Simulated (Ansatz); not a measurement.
# Worked example: NaF + GaH2I → NaI + GaH2F

Species: NaF, singlet; GaH2I `[GaH2][I]`, singlet; NaI (Sodium Iodide), singlet; GaH2F `[F][GaH2]`, singlet. The partners trade F for I: Na–F and Ga–I bonds give way to Na–I and Ga–F.

Shapes, held fixed at every level: PBE0-D4/def2-TZVP. Programs: Ansatz 0.2.0. The zero-point and thermal change to 298 K, harmonic and unscaled (PBE0-D4/def2-TZVP), is +1.3 kJ/mol.

At CCSD(T)/def2-TZVPP; 1 Eh = 2625.50 kJ/mol:

| species | energy (Eh) |
| --- | --- |
| NaF | -261.818250 |
| GaH2I | -2221.839470 |
| NaI | -459.252961 |
| GaH2F | -2024.431262 |

Problem. Work out ΔH(298 K) of the reaction at this level.

Solution. 
1. Products less reactants: (-459.252961) + (-2024.431262) − [(-261.818250) + (-2221.839470)] = -0.026503 Eh = -69.6 kJ/mol.
2. With the thermal change: -69.6 + (+1.3) = -68.3 kJ/mol.

Other levels give -96.8 (HF/def2-TZVPP) to -63.3 kJ/mol (PBE0-D4/def2-TZVPP). No measured value is set beside it here. For atoms past krypton def2 sets carry core potentials with scalar relativity. Relativity is left out for Ga. Outer-core shells of Ga, I, Na are correlated in most correlated rows, in sets that cover them unevenly. The median of the other levels is -77.7 kJ/mol.
